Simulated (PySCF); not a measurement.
**Electron correlation in Ce (cerium, neutral)**

[Xe] 4f1 5d1 6s2, one real determinant. Computed with PySCF 2.14 in ANO-RCC-VTZP (8s7p5d3f2g1h, 104 functions), with scalar relativity by spin-free X2C-1e. Frozen: [Kr] 4d10; 12 electrons correlated.

| level | correlation energy (mhartree) |
| --- | --- |
| CCSD | -311.76 |
| (T) | -15.92 |
| CCSD(T) | -327.68 |

Diagnostics: T1 = 0.023, D1 = 0.0850, largest double amplitude 0.094.

Q: Is a single reference adequate?

A: Mostly. T1 lies below 0.03, but a double amplitude of this size points to a near-degeneracy that CCSD handles and MP2 describes poorly.

The reference is one real determinant that mixes LS terms of this configuration.
